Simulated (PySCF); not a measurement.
Structure problem from calculated spectra and properties.

Formula: C3H7ClOSi.

| Property | Result |
| --- | --- |
| Dipole | 2.93 D [B3LYP/def2-SVPD] |
| Valence photoelectron | vertical ionisation energy: 9.01 eV [ΔSCF B3LYP/def2-SVPD] |
| NMR, other nuclei | isotropic shieldings of nuclei other than C and H, by class: 222 (1 O), 379 (1 Si), 797 (1 Cl) ppm [GIAO KT2/pcSseg-2] |
| Triplet | lowest triplet excitation (Tamm–Dancoff): 4.02 eV [TDA B3LYP/def2-SVPD] |
| 13C NMR | chemical shifts (computed TMS as zero) by class: 145.3 (1 C), 111.5 (1 C), 42.4 (1 C) ppm [GIAO KT2/pcSseg-2] |
| UV, first state | lowest singlet excitation: 5.49 eV (226 nm, f = 0.015) [TDDFT B3LYP/def2-SVPD] |
| UV, strongest line | among the 10 lowest singlet transitions: S2 at 5.91 eV (210 nm, f = 0.334) [TDDFT B3LYP/def2-SVPD] |
| Rotational structure | rotational constants A, B, C: 5.975, 0.828, 0.771 GHz [PBE0-D3(BJ)/def2-SVP] |

Gas-phase values; electronic properties from PySCF, density fitting. Levels stand in brackets. One conformer (not necessarily the lowest) at the PBE0-D3(BJ)/def2-SVP geometry, without solvent, vibrations or thermal averaging. NMR values are class means; diastereotopic atoms form classes of their own.

**Question.** Give a SMILES that accounts for the data.

**Answer.** Numbering: `[SiH3:1][O:2]/[CH:3]=[CH:4]\[CH2:5][Cl:6]`. Its formula, C3H7ClOSi, gives 1 degree of unsaturation: 0 rings and 1 π bond in the structure found. 3 carbons fall into 3 classes; from least to most shielded: vinylic carbon bearing oxygen [C3] (145.3 ppm), alkene CH carbon [C4] (111.5 ppm), sp3 C–Cl carbon [C5] (42.4 ppm). The other shieldings belong to: 222 ppm, silyl ether oxygen [O2]; 379 ppm, oxygen-bound silicon [Si1]; 797 ppm, alkyl chlorine [Cl6]. The first electron is taken from the HOMO, whose largest Löwdin shares are 0.33 on the alkene CH carbon, 0.24 on the vinylic carbon bearing oxygen, 0.21 on the silyl ether oxygen and 0.08 on the alkyl chlorine. The optimised geometry has point group C1 and is an asymmetric top. Structure: `[SiH3]O/C=C\CCl`. Computed isomers that give other values at the same levels: `CO/C=C\[SiH2]Cl` (rotational constant A: 10.191 GHz; this holds for the one conformer computed); `C/C=C(/Cl)O[SiH3]` (rotational constant A: 2.843 GHz; this holds for the one conformer computed); `C/C=C(\Cl)O[SiH3]` (rotational constant A: 4.411 GHz; this holds for the one conformer computed). The assignments are read from this structure; whether some other isomer fits the data as well wasn't checked.

The values belong to the conformer `[SiH3:1][O:2]/[CH:3]=[CH:4]\[CH2:5][Cl:6]`: Si1–O2–C3–C4 159°, C3–C4–C5–Cl6 -115°.
